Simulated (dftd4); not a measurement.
methanethiol (CH4S), singlet, at a GFN2-xTB geometry; D4 for pbe in dftd4.

dftd4 was given this input:
```
$ dftd4 mol.xyz --func pbe --charge 0 --json dftd4.json --noedisp

# file mol.xyz
6

C     -0.05927499     1.15601846     0.01107955
S     -0.04290118    -0.66526221    -0.00699584
H      1.28189339    -0.79710439     0.00234827
H     -1.10311348     1.45230554     0.00564055
H      0.42444570     1.51749985     0.91319673
H      0.43884321     1.53538357    -0.87572948
```

**Question.** Predict the main parts of the log of this dftd4 run.

**Answer.** 
```
                    ____  _____ _____     ____  _  _
      -------------|  _ \|  ___|_   _|---|  _ \| || |------------
     |             | | | | |_    | | ___ | | | | || |_           |
     |             | |_| |  _|   | ||___|| |_| |__   _|          |
     |             |____/|_|     |_|     |____/   |_|            |
     |             ===================================           |
     |            E. Caldeweyher, S. Ehlert & S. Grimme          |
     |          Mulliken Center for Theoretical Chemistry        |
     |                    University of Bonn                     |
      -----------------------------------------------------------

Rational (Becke-Johnson) damping: pbe-D4-ATM
---------------------
  s6         1.0000
  s8         0.9595
  s9         1.0000
  a1         0.3857
  a2         4.8069
 alp        16.0000
--------------------

Dispersion energy:      -2.5168858770720E-03 Eh

[Info] JSON dump of results written to 'dftd4.json'
```
